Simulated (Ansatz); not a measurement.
B9P9H24, a nanocrystal cut from wurtzite BP (hydrogen-capped). Charge 0, multiplicity 3. Geometry PBE-D4/def2-SVP, that of the neutral singlet; atoms count from 1.

```csv
atom,x (Å),y (Å),z (Å)
B1,-0.572,-2.423,-2.991
P2,-2.226,-2.342,-1.935
P3,0.657,-1.221,-2.051
B4,0.008,0.627,-2.037
B5,-2.178,-1.179,-0.366
P6,-1.676,0.620,-0.977
P7,1.238,1.836,-1.107
B8,0.588,3.684,-1.106
B9,-1.605,1.836,0.566
P10,-1.095,3.602,-0.097
B11,1.044,-1.843,-0.234
P12,-0.677,-1.763,0.762
P13,2.281,-0.652,0.708
B14,1.620,1.192,0.703
B15,-0.576,-0.619,2.357
P16,-0.121,1.165,1.666
B17,2.672,-1.285,2.521
P18,0.933,-1.238,3.433
H19,-0.805,-1.995,-4.112
H20,-0.146,-3.570,-2.958
H21,-3.358,-1.964,-2.721
H22,-2.665,-3.633,-1.507
H23,1.895,-1.225,-2.767
H24,-0.221,1.021,-3.170
H25,-3.227,-1.166,0.256
H26,-2.739,1.081,-1.815
H27,2.472,1.813,-1.828
H28,0.338,4.043,-2.249
H29,1.369,4.405,-0.502
H30,-2.657,1.839,1.184
H31,-2.201,4.126,-0.835
H32,-1.111,4.504,1.012
H33,1.460,-2.992,-0.242
H34,-0.996,-3.080,1.220
H35,3.508,-0.659,-0.025
H36,2.397,1.938,1.280
H37,-1.631,-0.607,2.969
H38,-0.024,2.032,2.799
H39,3.061,-2.444,2.488
H40,3.427,-0.506,3.085
H41,0.576,-2.502,3.995
H42,0.964,-0.456,4.628
```

Single mean-field runs in def2-TZVP are fitted with def2-universal-jkfit. At PBE0-D4/def2-TZVP a singlet of charge 0 lies 4.92 eV below the triplet at the same geometry.

**Question.** Estimate the Mulliken populations of the heavy atoms from the PBE0/def2-TZVP orbitals of Ansatz.

**Answer.** 
| atom | charge (e) | spin (α − β) |
| --- | --- | --- |
| B1 | -0.29 | 0.03 |
| P2 | 0.00 | 0.02 |
| P3 | 0.04 | 0.08 |
| B4 | -0.06 | 0.10 |
| B5 | 0.01 | -0.03 |
| P6 | -0.12 | 0.19 |
| P7 | 0.05 | 0.08 |
| B8 | -0.29 | 0.10 |
| B9 | 0.01 | -0.04 |
| P10 | 0.01 | 0.05 |
| B11 | -0.06 | 0.07 |
| P12 | -0.13 | 0.16 |
| P13 | 0.04 | 0.08 |
| B14 | -0.06 | 0.11 |
| B15 | 0.01 | -0.03 |
| P16 | -0.11 | 0.19 |
| B17 | -0.29 | 0.03 |
| P18 | 0.00 | 0.03 |
Mulliken values and Mayer orders depend strongly on the basis.

**Question.** Where does the spin sit?

**Answer.** Summed by element: B 0.35, P 0.89, H 0.76, of 2 unpaired in all. Largest on single atoms: P16 0.19, P6 0.19, H34 0.19.

**Question.** And the Mayer bond orders between bonded heavy atoms (over 0.3)?

**Answer.** B1–P2 0.90 (1.96 Å); B1–P3 0.90 (1.96 Å); P2–B5 0.84 (1.95 Å); P3–B4 0.78 (1.96 Å); P3–B11 0.86 (1.96 Å); B4–P6 0.90 (1.99 Å); B4–P7 0.86 (1.96 Å); B5–P6 0.79 (1.97 Å); B5–P12 0.83 (1.97 Å); P6–B9 0.82 (1.97 Å); P7–B8 0.83 (1.96 Å); P7–B14 0.85 (1.96 Å); B8–P10 0.92 (1.96 Å); B9–P10 0.81 (1.95 Å); B9–P16 0.82 (1.97 Å); B11–P12 0.88 (1.99 Å); B11–P13 0.87 (1.96 Å); P12–B15 0.83 (1.97 Å); P13–B14 0.78 (1.96 Å); P13–B17 0.89 (1.96 Å); B14–P16 0.90 (1.99 Å); B15–P16 0.78 (1.97 Å); B15–P18 0.84 (1.95 Å); B17–P18 0.90 (1.96 Å).
